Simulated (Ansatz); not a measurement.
Basis-set extrapolation for `FC1=C(F)[C@@H](F)[C@@H]1F` (PBE0-D4/def2-TZVP geometry, frozen core, Ansatz 0.2.0). Multiplicity 1, RHF reference.

```
                      def2-TZVPP   def2-QZVPP
                 HF  -550.541348  -550.564985
    MP2 correlation    -1.606007    -1.743284
CCSD(T) correlation    -1.682702      not run
```

Energies in hartree. Use E(X) = E(∞) + A·exp(−7.88·√X) for Hartree–Fock and E(X) = E(∞) + B·X^(−2.97) for correlation, with X = 3 and 4, and add CCSD(T) minus MP2 of the smaller set to the MP2 limit.

**Question.** What is the CCSD(T) energy at the basis-set limit?

**Answer.** HF limit: -550.564985 + (-0.023637) × 0.13774 = -550.56824. MP2 limit: -1.743284 + (-0.137277) × 0.74074 = -1.84497. Higher-order term: -1.682702 − (-1.606007) = -0.07669. Total: -552.48990 hartree, 698.0 kJ/mol below CCSD(T)/def2-TZVPP.
